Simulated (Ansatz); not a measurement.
Correlation energies of AlFH$_{7}$NSi$_{2}$ (`[NH2][AlH][SiH](F)[SiH3]`) by basis set

Cartesian coordinates in Å:
```
N -1.5328 1.1082 -2.1721
Al -0.9821 1.2925 -0.5053
Si 1.0843 0.0963 0.0937
F 1.6943 -0.6118 -1.2331
Si 0.7779 -1.5373 1.7519
H -2.3629 1.5249 -2.5628
H -1.0460 0.5741 -2.8744
H -1.8442 2.1674 0.4979
H 2.1396 1.0221 0.6086
H 2.0348 -2.2631 2.0803
H 0.2887 -0.8437 2.9771
H -0.2517 -2.5297 1.3382
```

Charge 0, multiplicity 1. Geometry: relaxed with PBE0-D4/def2-TZVP. It is one conformer, not always the lowest. Frozen core, restricted reference, Ansatz. CBS rows extrapolate triple and quadruple zeta; past MP2 they add the triple-zeta difference.

| basis | HF (Eh) | MP2 corr. |
| --- | --- | --- |
| def2-TZVPP | -977.93876 | -0.78898 |
| def2-QZVPP | -977.97173 | -0.85392 |

Problem. Estimate the CCSD correlation energy and the (T) correction in each basis where they were run (hartree).

Solution. 
```json
{"basis": "def2-TZVPP", "CCSD corr.": "-0.84679", "(T)": "-0.02858"}
{"basis": "CBS(def2)", "CCSD corr.": "-0.95985", "(T)": "as TZ"}
```
